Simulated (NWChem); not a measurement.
C2H5BF2O; SMILES OCB(F)CF

```xyz
11

O     -0.7594    -2.2562    -0.0623
C     -0.8989    -0.8442     0.0497
B      0.4289    -0.0157    -0.0028
F      1.6005    -0.6679     0.0047
C      0.4687     1.5596    -0.0248
F     -0.8264     2.0884    -0.0026
H      0.1528    -2.4864     0.1694
H     -1.4310    -0.5676     0.9819
H     -1.5703    -0.4966    -0.7501
H      1.0265     1.9585     0.8367
H      0.9857     1.9316    -0.9230
```
Atoms are numbered in this order, from 1.

Program: NWChem. Pople sets run with spherical d functions. All runs use the structure optimised with B3LYP/6-31G* (spherical d). B3LYP is NWChem's, with the RPA form of VWN correlation. Atomic charges in e: unrestrained fits to the electrostatic potential beside Mulliken populations; buried atoms are poorly determined by the fit.

For level B3LYP/def2-SVP:

```yaml
Mulliken O1: -0.33
Mulliken C2: 0.17
ESP B3: 0.27
Mulliken B3: -0.03
Mulliken F4: -0.11
Mulliken C5: 0.28
```

Question: How do the values read with level Hartree-Fock/6-31G* instead?

Answer: The Mulliken O1 is -0.79, the Mulliken C2 comes out as -0.18 and the ESP B3 is 0.44. The Mulliken B3 is 0.73, the Mulliken F4 is -0.40 and the Mulliken C5 is -0.09.
